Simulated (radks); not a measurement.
The numbers below are computed, except where a source is named.
Au43+, 36 electrons, occupied as [Ar] 3d10 4s1.75 4p6 4f0.25 (fractional occupations, a model configuration). Level of theory: scalar-relativistic Kohn-Sham, PW91, spin-polarised, spherical densities, point nucleus; open shells are filled with parallel spins first (spin-orbit coupling, left out, can overturn this in heavy ions) (a radial shooting solver on a logarithmic mesh with Libxc functionals).

Local quantities along the radius. ELF = 1/(1 + alpha^2) is the electron localisation function; alpha = (tau - tau_W)/tau_unif compares the Pauli kinetic energy density with that of the uniform gas (summed over spins). tau is taken from the large components.

r (bohr)     ELF    alpha
0.0007179  1.000  0.02165
0.0009127  0.999  0.02259
0.00116    0.999  0.02399
0.001475   0.999  0.02603
0.001875   0.999  0.02897
0.002384   0.999  0.03328
0.00303    0.998  0.03972
0.003852   0.998  0.04966
0.004858   0.996  0.06501
0.006176   0.992  0.09180
0.007851   0.981   0.1403
0.009981   0.948   0.2339
0.01269    0.849   0.4215
0.01613    0.624   0.7756
0.0205     0.392    1.245
0.02607    0.345    1.378
0.03314    0.498    1.005
0.04212    0.696   0.6610
0.05355    0.748   0.5812
0.06808    0.588   0.8364
0.08654    0.340    1.393
0.11       0.424    1.166
0.1399     0.707   0.6445
0.1778     0.757   0.5668
0.2242     0.451    1.103
0.285      0.221    1.877
0.3624     0.653   0.7292
0.4606     0.828   0.4554
0.5856     0.589   0.8350
0.7444     0.076    3.484
0.9464     0.001    34.82
1.203      0.000     1021

On this mesh the ELF has minima near r = 0.023, 0.098, 0.29 bohr, which separate the shells, and maxima near 0.054 (0.75), 0.16 (0.77), 0.46 (0.83).

Self-consistent cycle (total energy in hartree, residual of the potential): 1: -17684.46072, 1e+02; 2: -17748.07050, 7e+01; 3: -17794.61513, 1e+00; 4: -17794.83979, 8e-01; 5: -17794.77867, 7e-03; 6: -17794.77914, 4e-04; 7: -17794.77917, 2e-04; 8: -17794.77917, 1e-04; 9: -17794.77916, 6e-05; 10: -17794.77916, 3e-05; 11: -17794.77916, 2e-06; 12: -17794.77916, 4e-08; 13: -17794.77916, 1e-09.
